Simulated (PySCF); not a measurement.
Electron correlation in P (phosphorus, neutral)

[Ne] 3s2 3p3, high-spin 4S determinant. All numbers are calculated (PySCF 2.14, the non-relativistic Hamiltonian (point nucleus), in aug-cc-pwCVTZ). Frozen: [Ne]; 5 electrons correlated.

```
  level  correlation energy (mhartree)
   CCSD                        -102.99
    (T)                          -4.19
CCSD(T)                        -107.18
```

Diagnostics: T1 = 0.0047, D1 = 0.0100, largest double amplitude 0.038.

Cost of the coupled-cluster step: about 5 core-seconds, for 5 correlated electrons.
